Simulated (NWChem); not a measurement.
System: Si₂H₅O₂F; SMILES O[SiH](O)[SiH2]F

Input file for NWChem:

```
start job
memory heap 200 mb stack 900 mb global 1100 mb
geometry units angstroms noautoz
  O      1.554780     1.127186    -0.549778
  Si     0.158766     0.777360     0.287497
  O     -1.124349     1.731003    -0.173610
  Si    -0.551062    -1.368060    -0.307821
  F      0.559541    -2.443030     0.226074
  H      2.236634     1.622987    -0.088307
  H      0.445271     0.951771     1.749850
  H     -1.086502     2.674233     0.011810
  H     -0.670792    -1.517114    -1.787709
  H     -1.856127    -1.713690     0.329283
end
basis spherical
  * library 6-31+g*
end
dft
  xc b3lyp
  iterations 150
  mulliken
end
task dft energy
```

Coordinates come from a PBE0/def2-SVP optimisation.

**Question.** Predict the main results of this run. (B3LYP/6-31+G* (spherical d).) Quantities: basis functions; energy (Ha); highest occupied level (eV); orbital gap (eV); dipole (D).

**Answer.** 
```
Property                      Result
---------------------------  -------
number of basis functions        108
energy (Ha)                  -832.43
highest occupied level (eV)    -8.03
orbital gap (eV)                6.98
dipole (D)                      3.35
```
